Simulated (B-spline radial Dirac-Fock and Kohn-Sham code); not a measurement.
ΔSCF core binding energies without Breit or QED terms, calculated with a radial atomic solver.

A sound run for the Rh²⁺ ion, [Kr] 4d7: The ground state converged in 10 iterations, with total energy -4781.78284 Ha, virial ratio 1.95903 and highest orbital energy -32.00 eV. ΔSCF binding energies: K (1s) 23319.8 eV, L3 (2p3/2) 3042.1 eV, M5 (3d5/2) 339.4 eV.

A second run, with one unsound setting: The ground state converged in 10 iterations, with total energy -4781.29038 Ha, virial ratio 1.95903 and highest orbital energy -32.04 eV. ΔSCF binding energies: K (1s) 23319.3 eV, L3 (2p3/2) 3042.4 eV, M5 (3d5/2) 339.8 eV.

```
iter   energy (Ha)        error
   1    -4773.05046498  1.61e+00
   2    -4778.46039296  3.83e-01
   3    -4781.07922106  1.06e-01
   4    -4781.27643216  2.35e-02
   5    -4781.28690214  1.53e-02
   6    -4781.29036038  2.10e-03
   7    -4781.29037682  2.06e-04
   8    -4781.29037706  3.85e-05
   9    -4781.29037707  3.42e-06
  10    -4781.29037707  2.31e-07
```

Question: Which fault fits the second run best?
A. functional not served
B. unbound anion
C. spline order too low
D. damping too heavy

Answer: C. The input had order = 3: order is too low for an accurate radial basis.
